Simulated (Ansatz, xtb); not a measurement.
## H4Se3Si: which of two isomers lies lower

Structure a is `[SeH][SiH2][Se][SeH]`, a singlet and structure b is `[SeH][SiH]([SeH])[SeH]`, a singlet. Both are isolated molecules in the gas phase, relaxed with PBE0-D4/def2-SVP; the shapes shown needn't be the lowest conformers.

a (Å):

```tsv
atom	x (Å)	y (Å)	z (Å)
Se	-2.8119	1.1928	-0.4578
Se	-0.7945	-0.2050	-3.3921
Se	-1.2516	1.9615	-4.1696
Si	-0.8064	0.3756	-1.1757
H	-3.4716	-0.1165	-0.5895
H	0.1675	1.4709	-0.9159
H	-0.4458	-0.8738	-0.4406
H	-2.7065	1.8922	-3.9364
```

b (Å):

```xyz
8

Se   -1.5892    0.7405   -0.3799
Se    1.3228    1.4733   -2.7049
Se   -0.7550   -1.2521   -3.5870
Si    0.0091   -0.1319   -1.7536
H    -2.1977    1.5222   -1.4680
H     0.7479   -1.0634   -0.8539
H     1.1850    2.3632   -1.5412
H    -1.1274   -2.4326   -2.7897
```

Problem. Which of the two would you expect CCSD(T)/def2-SVP + ΔMP2/def2-TZVPP electronic energies to favour?

Solution. Structure b; the calculation gives E(b) − E(a) = −59.2 kJ/mol.

How the difference moves with the method:

```tsv
level	geometry	E(b) − E(a) (kJ/mol)	departure from the last row (kJ/mol)	job, with rough time for the two
PBE0-D4/def2-SVP	PBE0-D4/def2-SVP	−58.5	+0.6	optimisation, 2.5 min
HF/def2-SVP	PBE0-D4/def2-SVP	−57.2	+1.9	part of the CCSD(T) run
MP2/def2-SVP	PBE0-D4/def2-SVP	−65.0	−5.9	part of the CCSD(T) run
CCSD(T)/def2-SVP	PBE0-D4/def2-SVP	−59.3	−0.1	single point
CCSD(T)/def2-SVP + ΔMP2/def2-TZVPP	PBE0-D4/def2-SVP	−59.2		single point, 1.8 min
```

As drawn, b has 1 Se–Si, 1 Se–H in place of 1 Se–Se, 1 Si–H.

None of the levels shown reverses the order. The largest departure from CCSD(T)/def2-SVP + ΔMP2/def2-TZVPP is that of MP2/def2-SVP, 5.9 kJ/mol. Levels run at GFN2-xTB geometries aren't shown. The last row adds to CCSD(T) the change of the MP2 difference between the two basis sets, here +0.1 kJ/mol.

With thermal terms from frequencies at re-optimised GFN2-xTB minima (ideal gas, soft modes damped towards free rotors, one conformer each, 298.15 K, 1 atm): the zero-point term adds −2.8 kJ/mol; ΔH is −61.3 and ΔG −63.4 kJ/mol.

The correlated steps freeze 32 core orbitals; the filled d shell of Se is correlated, in a basis made for valence electrons. Codes used: Ansatz 0.2.0, xtb 6.7.1; the last row on 2 threads of Arm Neoverse V2 on a shared host.
